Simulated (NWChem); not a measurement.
System meant: BH₃S; SMILES BS

The following NWChem deck was run.

```
start job
memory heap 200 mb stack 900 mb global 1100 mb
geometry units angstroms noautoz
  B      0.007809    -1.204002     0.000000
  H      1.069752    -1.772711     0.000000
  H     -1.044094    -1.789648     0.000000
  S      0.083559     0.563364     0.000000
  H     -1.240694     0.836780     0.000000
end
basis spherical
  * library def2-svp
end
dft
  xc xpbe96 cpbe96
  iterations 4
  mulliken
end
task dft energy
```

End of the output:

```
    Atom       Charge   Shell Charges
 -----------   ------   -------------------------------------------------------
    1 B    5     5.27   1.97  0.59  0.32  1.42  0.85  0.11
    2 H    1     1.02   0.63  0.35  0.04
    3 H    1     1.03   0.64  0.36  0.04
    4 S   16    15.68   2.00  1.95  0.95  0.62  5.81  1.89  2.40  0.07
    5 H    1     1.00   0.62  0.30  0.08

 center of mass
 --------------
 x =   0.04974604 y =   0.06188107 z =   0.00000000

 moments of inertia (a.u.)
 ------------------
         118.280039703343           0.000000000000           0.000000000000
           0.000000000000          14.190877547784           0.000000000000
           0.000000000000           0.000000000000         132.470917251127

     Multipole analysis of the density
     ---------------------------------

     L   x y z        total         alpha         beta         nuclear
     -   - - -        -----         -----         ----         -------
     0   0 0 0     -0.000000    -12.000000    -12.000000     24.000000

     1   1 0 0     -0.360887     -0.180444     -0.180444     -0.000000
     1   0 1 0      0.210301      0.105150      0.105150     -0.000000
     1   0 0 1     -0.000000     -0.000000     -0.000000      0.000000

     2   2 0 0    -14.596500    -14.248352    -14.248352     13.900204
     2   1 1 0     -0.893025      0.445901      0.445901     -1.784826
     2   1 0 1     -0.000000     -0.000000     -0.000000      0.000000
     2   0 2 0    -16.035936    -42.587698    -42.587698     69.139460
     2   0 1 1     -0.000000     -0.000000     -0.000000      0.000000
     2   0 0 2    -15.734453     -7.867226     -7.867226      0.000000

 ------------------------------------------------------------------------
 dft energy failed                                                                                  0
 ------------------------------------------------------------------------
 ------------------------------------------------------------------------
  current input line :
    18: task dft energy
 ------------------------------------------------------------------------
 ------------------------------------------------------------------------
 This type of error is most commonly associated with calculations not reaching convergence criteria
 ------------------------------------------------------------------------
 For more information see the NWChem manual at https://nwchemgit.github.io

0:dft energy failed:Received an Error in Communication
```

Task: Find the fault in this run and fix the input.

Result: Convergence was not reached. Cause: the SCF was allowed too few iterations. This input runs:
```
start job
memory heap 200 mb stack 900 mb global 1100 mb
geometry units angstroms noautoz
  B      0.007809    -1.204002     0.000000
  H      1.069752    -1.772711     0.000000
  H     -1.044094    -1.789648     0.000000
  S      0.083559     0.563364     0.000000
  H     -1.240694     0.836780     0.000000
end
basis spherical
  * library def2-svp
end
dft
  xc xpbe96 cpbe96
  iterations 150
  mulliken
end
task dft energy
```
It converges to -424.48314 Ha (PBE/def2-SVP).
